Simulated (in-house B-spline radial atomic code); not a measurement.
Values are calculated unless marked as measured or tabulated.
# Stopping and range of 80 keV F in InSb

The pair potential comes from two frozen, spherical free-atom densities (PBE, B-spline radial code, scalar-relativistic past argon): electrostatics plus the change in Thomas-Fermi kinetic and Dirac exchange energy where they overlap, the recipe behind the universal ZBL potential, which averages such potentials (from solid-state densities) over many pairs. It is written V = (Z1 Z2 e²/r) φ(r/a), with e² = 14.3996 eV·Å and a = 0.46850 Å/(Z1^0.23 + Z2^0.23); ZBL's fit is φ = 0.18175 e^(−3.1998x) + 0.50986 e^(−0.94229x) + 0.28022 e^(−0.4029x) + 0.02817 e^(−0.20162x). Where φ falls below 4e-4 it is continued as an exponential.

The target is taken as amorphous, with density 5.77 g/cm³ (NSM archive of the Ioffe Institute); channelling is ignored. Masses: F 19.0, In 114.82, Sb 121.76 u. Nuclear stopping is S_n = 4π a Z1 Z2 e² M1/(M1 + M2) × s_n(ε), with s_n integrated over impact parameters for each pair. Electronic stopping is Lindhard and Scharff's S_e = Z1^(1/6) 8π e² a0 Z1 Z2/(Z1^(2/3) + Z2^(2/3))^(3/2) × v/v0, with a0 = 0.529177 Å and v = v0 at 24.801 keV/u; it misses the oscillations with Z1 seen in experiment, which reach tens of per cent. Compounds add by atom fraction.

```csv
target atom,a (Å),ε at this energy,"s_n, this pair","s_n, ZBL potential"
In,0.11412,1.234,0.3014,0.2976
Sb,0.11350,1.188,0.3034,0.3002
```

(1) What are the atom density and the stopping powers at entry?

Along the track:

```json
{"E (keV)": "4", "N S_n (eV/nm)": "114", "N S_e (eV/nm)": "44.4"}
{"E (keV)": "12", "N S_n (eV/nm)": "134", "N S_e (eV/nm)": "76.9"}
{"E (keV)": "24", "N S_n (eV/nm)": "135", "N S_e (eV/nm)": "109"}
{"E (keV)": "40", "N S_n (eV/nm)": "129", "N S_e (eV/nm)": "140"}
{"E (keV)": "60", "N S_n (eV/nm)": "121", "N S_e (eV/nm)": "172"}
{"E (keV)": "80", "N S_n (eV/nm)": "114", "N S_e (eV/nm)": "199"}
```

(2) Estimate the path length and the projected range.

## Answers

(1) N = 5.77 × 0.602214/118.29 = 0.02938 atoms/Å³. For In: S_n = 1293 × 0.3014 = 389.7 eV·Å², S_e = 2.3794 × √80000 = 673 eV·Å². For Sb: S_n = 1272 × 0.3034 = 386 eV·Å², S_e = 2.4025 × √80000 = 679.5 eV·Å². Averaged over the target's atoms (half each) and times N × 10 Å/nm, the ion loses N S_n = 114 eV/nm to recoils and N S_e = 199 eV/nm to electrons; the nuclear share is 36 %.

(2) With continuous slowing down the path is the integral of dE/(N (S_n + S_e)). Trapezoids over the table give 297 nm, and the stretch below the first row, with stopping taken as √E, adds 2E/(N S) = 50 nm: 347 nm in all, against 335 nm on a fine grid from 5 eV. Deflections shorten the depth: to first order in the energy passed on, N (S_n + S_e) dR_p/dE = 1 − N S_n (M2/M1) R_p/(2E), summed over the target's atoms, and integrating this on the fine grid gives R_p = 120 nm, 0.36 of the path. Lindhard's rule of thumb R/(1 + M2/3M1), with mean M2/M1 = 6.23, gives 109 nm; it is meant for M2/M1 below about 2. On the ZBL potential the same equation gives 121 nm, and the full integral equation, which keeps hard collisions, 127 nm.
